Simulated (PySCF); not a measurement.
3-fluoropenta-1,4-diyne (C5H3F), SMILES C#CC(F)C#C.

Coordinates come from a B3LYP-D3(BJ)/def2-SVP optimisation.

Method: r2SCAN/def2-TZVP run with PySCF.

Symmetry labels are those of the subgroup Cs that the program uses (full group Cs).

**Question.** List the valence orbital energies around the gap with their symmetry. (The exact figures need the calculation; the answer reports its results.)

**Answer.** 
| orbital | symmetry | energy (eV) |
|---|---|---|
| HOMO−7 | A' | -13.23 |
| HOMO−6 | A" | -13.15 |
| HOMO−5 | A" | -9.74 |
| HOMO−4 | A' | -9.52 |
| HOMO−3 | A' | -7.96 |
| HOMO−2 | A" | -7.55 |
| HOMO−1 | A' | -7.40 |
| HOMO | A" | -7.26 |
| LUMO | A' | -1.48 |
| LUMO+1 | A' | -0.51 |
| LUMO+2 | A" | 0.16 |
| LUMO+3 | A" | 0.66 |
